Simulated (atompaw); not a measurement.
## An all-electron radial function and its pseudo partner (lead (Pb))

Columns: radius, all-electron u(r) and pseudo u(r) of the 6s shell (level -12.10 eV) of lead in the configuration [Xe] 4f14 5d10 6s2 6p2; PBEsol, scalar-relativistic, PAW (atompaw) scheme, atompaw 4.2.0.5.

| r (bohr) | all-electron | pseudo |
| --- | --- | --- |
| 0.100 | -0.1214 | 0.0428 |
| 0.200 | 0.0238 | 0.0860 |
| 0.300 | 0.2473 | 0.1300 |
| 0.400 | 0.0963 | 0.1750 |
| 0.500 | -0.1622 | 0.2214 |
| 0.600 | -0.3352 | 0.2691 |
| 0.700 | -0.3772 | 0.3182 |
| 0.800 | -0.3125 | 0.3684 |
| 0.900 | -0.1820 | 0.4192 |
| 1.000 | -0.0224 | 0.4701 |
| 1.100 | 0.1408 | 0.5202 |
| 1.200 | 0.2918 | 0.5684 |
| 1.300 | 0.4225 | 0.6136 |
| 1.400 | 0.5299 | 0.6545 |
| 1.500 | 0.6140 | 0.6901 |
| 1.600 | 0.6763 | 0.7193 |
| 1.700 | 0.7194 | 0.7412 |
| 1.800 | 0.7459 | 0.7554 |
| 1.900 | 0.7585 | 0.7618 |
| 2.000 | 0.7598 | 0.7606 |
| 2.100 | 0.7520 | 0.7520 |
| 2.200 | 0.7369 | 0.7369 |
| 2.300 | 0.7163 | 0.7163 |
| 2.400 | 0.6916 | 0.6916 |
| 2.500 | 0.6638 | 0.6638 |
| 2.600 | 0.6341 | 0.6341 |

Task: How many radial nodes do the two functions have?

Result: The all-electron 6s function has n − l − 1 = 5 (the table is too coarse to show those close to the nucleus); the pseudo-wave has 0, since the states of the same l below it are removed with the core.

Task: At about which radius was the pseudo-wave matched?

Result: 2.20 bohr, where the columns begin to agree (steps of 0.10 bohr).

Task: Is the pseudo-wave norm-conserving?

Result: No, it belongs to a PAW set: the norm inside the radius is not constrained, and the difference is carried by the augmentation charge.
